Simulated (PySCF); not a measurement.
Ligands exchanged one at a time, B Cl-SH. Isolated molecules, 0 K electronic values unless said otherwise. One relaxed conformer stands for each flexible species; it need not be the lowest. Strings in code marks are SMILES.

Quantity: vertical ionisation energy (energy after one electron is removed minus that of the parent at the parent's geometry), in eV.

A: `SB(Cl)Cl` (H–S–B–Cl torsion 0°)
B: `SB(S)Cl` (H–S–B–Cl torsion 180°, Cl–B–S–H torsion 0°)
C: `SB(S)S`

Problem. Put the candidates in order of vertical ionisation energy (energy after one electron is removed minus that of the parent at the parent's geometry), lowest first, for B3LYP-D3(BJ)/def2-TZVP (PySCF).

Solution. C (9.54 eV), B (9.76 eV), A (10.51 eV)
